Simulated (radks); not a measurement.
All-electron atom: a nucleus of charge 12.9 with 13 electrons in [Ne] 3s2 3p1. All-electron calculation, scalar-relativistic Kohn-Sham, BLYP, spin-polarised, spherical densities, point nucleus; open shells are filled with parallel spins first. Program: a radial shooting solver on a logarithmic mesh with Libxc functionals.

Unscreened Slater integrals over Kohn-Sham orbitals (cm^-1). They are taken over the spin-up orbitals.

| integral | value |
|---|---|
| F0(3p,3p) | 55602 |
| F2(3p,3p) | 27210 |
| F0(3p,3s) | 63791 |
| G1(3p,3s) | 38872 |
| F0(3p,2p) | 77544 |
| F2(3p,2p) | 8919.3 |
| G0(3p,2p) | 3494.9 |
| G2(3p,2p) | 3265.4 |
| F0(3p,2s) | 77221 |
| G1(3p,2s) | 2753.6 |
| F0(3s,3s) | 76661 |
| F0(3s,2p) | 103010 |
| G1(3s,2p) | 6231.1 |
| F0(3s,2s) | 102660 |
| G0(3s,2s) | 4903.7 |
| F0(2p,2p) | 331580 |
| F2(2p,2p) | 150680 |
| F0(2p,2s) | 321170 |
| G1(2p,2s) | 192240 |
| F0(2s,2s) | 314890 |

Derived for the open shells (J is the average intra-shell exchange parameter used in DFT+U). 3p: J = F2/5 = 5442 cm^-1.
